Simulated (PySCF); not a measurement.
## AsHF: fields on a plane

All numbers come from UPBE0 in PySCF with As def2-TZVP, H def2-TZVP, F def2-TZVP; no relativity; density-fitted integrals.

The doublet minimum has As–F 1.747 Å, As–H 1.536 Å; F–As–H 94.2°.

The plane holds As1 at (0.00, 0.00), H2 at (1.54, 0.00), F3 at (-0.13, 1.74) Å. Columns run from x = -2.25 to 3.75 Å, rows from y = 4.05 (top) to -1.95 Å, in steps of 0.3 Å. Other isomers or separated fragments may lie lower.

Task: Give the electrostatic potential (V) (cut at 20 V). Every second row and column.

Result: 
```
-0.3 -0.4 -0.5 -0.6 -0.6 -0.5 -0.4 -0.3 -0.2 -0.2 -0.1
-0.4 -0.6 -0.8 -0.9 -0.9 -0.8 -0.6 -0.4 -0.2 -0.2 -0.1
-0.4 -0.7 -1.1 -0.8 -0.8 -1.1 -0.7 -0.4 -0.2 -0.1 -0.1
-0.4 -0.8 -0.6 13.5 16.0 -0.4 -0.7 -0.4 -0.2 -0.1  0.0
-0.2 -0.4  0.9 20.0 20.0  2.0 -0.1 -0.1  0.0  0.0  0.0
 0.1  0.6  2.9 12.9 16.4  5.6  1.6  0.6  0.2  0.1  0.1
 0.4  1.5  8.6 20.0 20.0 20.0  9.6  4.9  0.8  0.2  0.1
 0.3  1.4  9.8 20.0 20.0 20.0 20.0 11.1  1.2  0.3  0.2
 0.2  0.6  3.9 19.4 20.0 11.8  3.9  2.1  0.7  0.3  0.2
 0.1  0.3  1.1  3.3  5.1  3.5  1.6  0.8  0.5  0.3  0.2
 0.1  0.2  0.5  1.0  1.5  1.4  1.0  0.6  0.4  0.3  0.2
```

Task: Give the spin density (e/Å³) (cut at ±0.5 e/Å³). Every second row and column.

Result: 
```
 0.00  0.00  0.00  0.00  0.00  0.00  0.00  0.00  0.00  0.00  0.00
 0.00  0.00  0.00  0.00  0.00  0.00  0.00  0.00  0.00  0.00  0.00
 0.00  0.00  0.00  0.00  0.00  0.00  0.00  0.00  0.00  0.00  0.00
 0.00  0.00  0.00 -0.01 -0.01  0.00  0.00  0.00  0.00  0.00  0.00
 0.00  0.00  0.00  0.01  0.00  0.00  0.00  0.00  0.00  0.00  0.00
 0.00  0.00  0.00  0.00  0.00  0.00  0.00  0.00  0.00  0.00  0.00
 0.00  0.00 -0.01  0.00  0.00  0.00 -0.01 -0.01  0.00  0.00  0.00
 0.00  0.00 -0.02  0.00 -0.07  0.00 -0.03 -0.01  0.00  0.00  0.00
 0.00  0.00 -0.01 -0.03 -0.02 -0.01  0.00  0.00  0.00  0.00  0.00
 0.00  0.00  0.00 -0.01 -0.01  0.00  0.00  0.00  0.00  0.00  0.00
 0.00  0.00  0.00  0.00  0.00  0.00  0.00  0.00  0.00  0.00  0.00
```
